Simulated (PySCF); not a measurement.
Molfile (atoms numbered from 1):
```
C4H14O2Si3
     RDKit          3D

 23 22  0  0  0  0  0  0  0  0999 V2000
    3.7978   -0.0641    0.5400 C   0  0  0  0  0  0  0  0  0  0  0  0
    3.0136    0.3579   -0.6944 C   0  0  0  0  0  0  0  0  0  0  0  0
    1.6458    0.4513   -0.4444 O   0  0  0  0  0  0  0  0  0  0  0  0
    0.5978   -0.7604   -0.2921 Si  0  0  0  0  0  4  0  0  0  0  0  0
   -0.7472    0.1019   -0.1135 O   0  0  0  0  0  0  0  0  0  0  0  0
   -2.0403   -0.2637    0.0815 C   0  0  0  0  0  0  0  0  0  0  0  0
   -2.5267   -2.0863   -0.0067 Si  0  0  0  0  0  4  0  0  0  0  0  0
   -2.9070    0.7261    0.3241 C   0  0  0  0  0  0  0  0  0  0  0  0
   -2.3045    2.5045    0.3965 Si  0  0  0  0  0  4  0  0  0  0  0  0
    3.5932    0.6214    1.3578 H   0  0  0  0  0  0  0  0  0  0  0  0
    3.5030   -1.0650    0.8422 H   0  0  0  0  0  0  0  0  0  0  0  0
    4.8630   -0.0548    0.3253 H   0  0  0  0  0  0  0  0  0  0  0  0
    3.1945   -0.3546   -1.5083 H   0  0  0  0  0  0  0  0  0  0  0  0
    3.3399    1.3501   -1.0244 H   0  0  0  0  0  0  0  0  0  0  0  0
    0.5715   -1.5958   -1.4974 H   0  0  0  0  0  0  0  0  0  0  0  0
    0.8530   -1.6053    0.8799 H   0  0  0  0  0  0  0  0  0  0  0  0
   -3.9727   -2.1457    0.2031 H   0  0  0  0  0  0  0  0  0  0  0  0
   -2.1810   -2.6366   -1.3179 H   0  0  0  0  0  0  0  0  0  0  0  0
   -1.8333   -2.8426    1.0375 H   0  0  0  0  0  0  0  0  0  0  0  0
   -3.9439    0.4709    0.4764 H   0  0  0  0  0  0  0  0  0  0  0  0
   -3.4510    3.3410    0.7789 H   0  0  0  0  0  0  0  0  0  0  0  0
   -1.2513    2.6465    1.4028 H   0  0  0  0  0  0  0  0  0  0  0  0
   -1.8187    2.9302   -0.9180 H   0  0  0  0  0  0  0  0  0  0  0  0
  1  2  1  0
  2  3  1  0
  3  4  1  0
  4  5  1  0
  5  6  1  0
  6  7  1  0
  6  8  2  0
  8  9  1  0
  1 10  1  0
  1 11  1  0
  1 12  1  0
  2 13  1  0
  2 14  1  0
  4 15  1  0
  4 16  1  0
  7 17  1  0
  7 18  1  0
  7 19  1  0
  8 20  1  0
  9 21  1  0
  9 22  1  0
  9 23  1  0
M  END
```

PySCF calculation with structure optimised with GFN2-xTB and PBE0/pcSseg-1 with gauge-including orbitals; a single conformation, non-relativistic Hamiltonian, no solvent, averaged over atoms made equivalent by symmetry, fast rotation or ring inversion.

**Question.** List the cross peaks expected in HSQC, COSY and HMBC spectra.

**Answer.** 

HSQC (one-bond C–H):
```
                δH          δC
        5.77 (H20)  126.6 (C8)
    4.16 (H13/H14)   61.0 (C2)
1.35 (H10/H11/H12)   20.7 (C1)
```

COSY cross peaks (H two or three bonds apart, from the bond graph; peaks can be absent where the dihedral angle is near 90°):
```
            δH                  δH
    5.77 (H20)  4.13 (H21/H22/H23)
4.16 (H13/H14)  1.35 (H10/H11/H12)
```

HMBC (two and three bonds, from the bond graph):
```
                δH                      δC
        5.77 (H20)              170.0 (C6)
    5.30 (H15/H16)   170.0 (C6), 61.0 (C2)
4.28 (H17/H18/H19)  170.0 (C6), 126.6 (C8)
    4.16 (H13/H14)               20.7 (C1)
4.13 (H21/H22/H23)  170.0 (C6), 126.6 (C8)
1.35 (H10/H11/H12)               61.0 (C2)
```

δ = σ(ref) − σ, references computed at the same level: TMS for $^{1}$H (σ = 31.72 ppm), $^{13}$C (σ = 186.93 ppm).

Short H···H contacts in this conformer between protons four or more bonds apart (candidates for NOE cross peaks, intensity ∝ r⁻⁶): H17···H20 2.63 Å, H11···H16 2.70 Å.

Shifts are as computed. Against solution values, carbons near 30 ppm lie about +3 ppm off and those near 130 ppm about +5 ppm. Of 1309 compounds with measured shifts, 239 miss one by over three times the rms of a fit or turn the order of signals round; such compounds aren't used in these exercises.
